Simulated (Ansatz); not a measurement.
A nudged elastic band was laid between two geometries of BF3HO + H4N (11 atoms, charge 0, multiplicity 1).

All numbers below come from Ansatz, RKS CAM-B3LYP-D4/6-31G.

| Item | Value |
| --- | --- |
| movable images | 7 |
| climbing image | yes |
| spring | 50.0 eV/Å² |
| optimiser | quadratic models (default) |
| start path | through a guess of the saddle point |
| force threshold | 0.05 eV/Å |
| iteration limit | 60 |
| end points | relaxed |

Image 0:

```xyz
11
Properties=species:S:1:pos:R:3
B 0.324 -1.240 0.028
O 0.902 -0.213 -0.877
F -1.109 -1.222 -0.181
F 0.890 -2.493 -0.184
H -0.260 1.010 1.172
F 0.517 -0.754 1.382
H 0.118 1.020 -0.433
N -0.644 1.346 0.275
H 1.573 -0.507 -1.505
H -1.432 0.720 0.059
H -0.878 2.333 0.264
```

Image 8:

```xyz
11
Properties=species:S:1:pos:R:3
B 0.370 -1.443 0.045
O 0.477 -0.294 -0.928
F -0.480 -2.434 -0.471
F 1.650 -1.933 0.346
H -0.640 0.812 1.054
F -0.232 -0.834 1.227
H -0.050 0.878 -0.457
N -0.557 1.546 0.321
H 0.898 -0.495 -1.775
H -1.468 1.880 0.017
H 0.034 2.316 0.623
```

Q: What changes between the two ends?

A: No bond is made or broken.

Q: What energy profile does the band end with?

A: It converged. The highest image is number 4 of 0 to 8, 0.023 eV above the ends, which have the same energy within 2 meV. Another band between the same ends (7 images) ends at a top of the same energy, where a vibrational analysis finds 1 clearly imaginary mode. Limits of this set-up: no polarisation functions.

```
image  path coordinate (Å)  energy (eV)
    0                 0.00        0.000
    1                 0.30        0.002
    2                 0.60        0.009
    3                 0.89        0.018
    4                 1.19        0.023
    5                 1.61        0.017
    6                 2.02        0.007
    7                 2.44        0.000
    8                 2.86       -0.002
```

Q: What is the geometry of the highest image?

A: 
```xyz
11
Properties=species:S:1:pos:R:3
B 0.355 -1.332 0.046
O 0.791 -0.221 -0.862
F -0.972 -1.700 -0.279
F 1.262 -2.390 -0.013
H -0.431 0.801 1.086
F 0.312 -0.717 1.375
H 0.018 0.918 -0.473
N -0.648 1.418 0.274
H 1.358 -0.472 -1.603
H -1.623 1.302 0.002
H -0.422 2.393 0.448
```

The run took 2.4 min on 2 threads of Arm Neoverse V2, on a shared host, peak memory 0.16 GiB.
